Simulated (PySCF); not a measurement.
Silicon: a sound run and one with changed settings

Sound run: Si²⁺ [Ne] 3s2, Si³⁺ [Ne] 3s1. Computed with PySCF 2.14 in x2c-SVPall (4s3p1d, 18 functions), with the spin-free X2C one-electron Hamiltonian (Gaussian nucleus). In the sound run the correlated levels freeze [Ne]. The sound run starts from symmetry-adapted Hartree-Fock orbitals and uses a fine grid where one is needed.

Changed run: all electrons correlated in a basis built for the valence shell.

```tsv
species	method	sound run (hartree)	changed run (hartree)	converged
Si²⁺	MP2	-288.51665	-288.52419	yes
Si²⁺	CCSD(T)	-288.53082	-288.53834	yes
Si³⁺	MP2	n/a	-287.31913	yes
Si³⁺	CCSD(T)	n/a	-287.31942	yes
```

Ionisation energy of Si²⁺:

| method | sound run (eV) | changed run (eV) |
| --- | --- | --- |
| UHF | 31.975 | 31.975 |
| MP2 | 32.772 | 32.791 |
| SCS-MP2 | 32.931 | 32.947 |
| CCSD | 33.158 | 33.165 |
| CCSD(T) | 33.158 | 33.169 |

A valence basis has no tight correlating functions, so it recovers only part of the core correlation, and not evenly between atom and ion.

For comparison, NIST gives 33.493 eV between the lowest levels.
